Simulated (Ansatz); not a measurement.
Consider the substitution at a C–Sn bond: `[CH3][SnH2][CH]=O` + `[OH][GeH2][SeH]` → `C[Se][GeH2][OH]` + `O=[CH][SnH3]`.

Computed with Ansatz on PBE0-D4/def2-TZVP structures; ΔE is electronic, products minus reactants. CCSD(T)/CBS adds triple-zeta CCSD(T) − MP2 to the extrapolated MP2 energy (def2 sets, frozen cores). DFT in def2-TZVPP. B3LYP here is the variant with VWN-RPA as its local correlation; programs differ in this. def2 core potentials past Kr. For Ge, Se, Sn outer-core shells are correlated without core-valence functions, which leaves a few kJ/mol of doubt a bond. Scalar relativity is left out up to krypton. Each species was taken in one conformer, which may not be the lowest.

```tsv
level	ΔE (kJ/mol)
PBE-D4	30.0
B3LYP-D4	30.8
ωB97M-V	33.8
B3LYP	32.9
MP2/def2-TZVPP	36.5
SCS-MP2/def2-TZVPP	34.3
HF/def2-QZVPP	33.6
CCSD/CBS(def2)	39.4
```

Problem. What does CCSD(T)/CBS give? (An estimate is asked.)

Solution. Computed: +38.9 kJ/mol. The listed levels differ from it by -8.9, -8.1, -5.1, -6.0, -2.4, -4.6, -5.3, 0.5 kJ/mol.

Largest T1 diagnostic among the species: 0.016.
